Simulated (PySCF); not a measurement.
Te(Br)(OMe) (CH3BrOTe), SMILES CO[Te]Br. Geometry optimised at PBE-D3(BJ)/def2-SVP. This is a generated structure with no PubChem entry under its InChIKey; it may be hypothetical. The def2 effective core potentials stand for the cores of Te; spin–orbit coupling is left out. One conformer was computed; it need not be the lowest.

Computed equilibrium geometry at PBE-D3(BJ)/def2-SVP (PySCF confirms it by a frequency run) as a Z-matrix (one conformer of several):
```
C
H 1 1.1104
H 1 1.1131 2 108.37
H 1 1.1132 2 108.88 3 117.81
O 1 1.4236 2 106.20 3 -120.20
Te 5 2.0125 1 117.22 2 -173.70
Br 6 2.5519 5 100.65 1 -73.71
```
